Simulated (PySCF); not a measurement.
C3H8OSi2, SMILES O[SiH2]C#CC[SiH3].

Geometry: B3LYP-D3(BJ)/def2-SVP. This is a generated structure with no PubChem entry under its InChIKey; it may be hypothetical. Other conformers were not sampled.

All values below come from PySCF with TDDFT-CAM-B3LYP/def2-SVPD.

Vertical excitations. Gas-phase values at a fixed geometry.

Computed UV-visible absorptions:
| state | energy (eV) | λ (nm) | f | main pairs |
|---|---|---|---|---|
| S1 | 5.71 | 217 | 0.000 | HOMO−1→LUMO 62 %, HOMO→LUMO+2 16 % |
| S2 | 5.92 | 209 | 0.038 | HOMO→LUMO 52 %, HOMO−1→LUMO+2 31 % |
| S3 | 5.98 | 207 | 0.001 | HOMO→LUMO+2 72 %, HOMO−1→LUMO 15 % |
| S4 | 6.93 | 179 | 0.006 | HOMO→LUMO+1 79 % |
| S5 | 7.15 | 173 | 0.005 | HOMO−1→LUMO+1 75 % |
| S6 | 7.29 | 170 | 0.020 | HOMO−2→LUMO 78 % |
| S7 | 7.64 | 162 | 0.474 | HOMO→LUMO 27 %, HOMO−1→LUMO+2 26 %, HOMO→LUMO+3 16 %, HOMO→LUMO+4 9 % |
| S8 | 7.96 | 156 | 0.005 | HOMO−1→LUMO+3 50 %, HOMO−1→LUMO+4 11 %, HOMO→LUMO+4 8 % |
| S9 | 7.99 | 155 | 0.607 | HOMO→LUMO+4 47 %, HOMO−1→LUMO+2 16 %, HOMO→LUMO+3 8 % |
| S10 | 8.00 | 155 | 0.213 | HOMO→LUMO+3 59 %, HOMO→LUMO+4 16 % |
| T1 | 4.78 | 259 | 0 | HOMO→LUMO 47 %, HOMO−1→LUMO+2 21 % |
| T2 | 5.22 | 238 | 0 | HOMO−1→LUMO 43 %, HOMO→LUMO+2 31 % |
| T3 | 5.25 | 236 | 0 | HOMO−1→LUMO+2 60 %, HOMO→LUMO 19 % |
| T4 | 5.77 | 215 | 0 | HOMO→LUMO+2 54 %, HOMO−1→LUMO 30 % |
Triplets are in the Tamm–Dancoff approximation, which puts them higher than full response would, so one can lie above its singlet here.
